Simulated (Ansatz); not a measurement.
Energy landscape of H₂Se, singlet: symmetric bend, bond length relaxed. Scanned: H-Se-H angle. Other coordinates (Se-H bond length) were minimised at B3LYP/def2-TZVP.

Levels of theory: CCSDT(Q)/cc-pVDZ = CCSDT(Q) on RHF/cc-pVDZ, cores with 3d frozen in Ansatz (a first-principles code); CCSDT/cc-pVDZ = CCSDT on RHF/cc-pVDZ, cores with 3d frozen (Ansatz); FCI/cc-pVDZ = full CI/cc-pVDZ, cores with 3d frozen run with Ansatz.

Energies relative to the lowest point of each profile, in kcal/mol:

```csv
a / °,CCSDT(Q)/cc-pVDZ,CCSDT/cc-pVDZ
180,78.4,78.5
162.42,64.9,65.0
147.82,44.6,44.7
141.10,35.6,35.6
129.35,21.6,21.6
120.57,13.1,13.1
109.37,5.1,5.1
97.78,0.6,0.6
89.66,0.0,0.0
81.86,1.4,1.4
69.85,7.3,7.3
60,15.4,15.4
```

**Question.** What does FCI/cc-pVDZ give at the same points?

**Answer.** 180: 78.4; 162.42: 64.9; 147.82: 44.6; 141.10: 35.6; 129.35: 21.6; 120.57: 13.1; 109.37: 5.1; 97.78: 0.6; 89.66: 0.0; 81.86: 1.4; 69.85: 7.3; 60: 15.4 (kcal/mol).
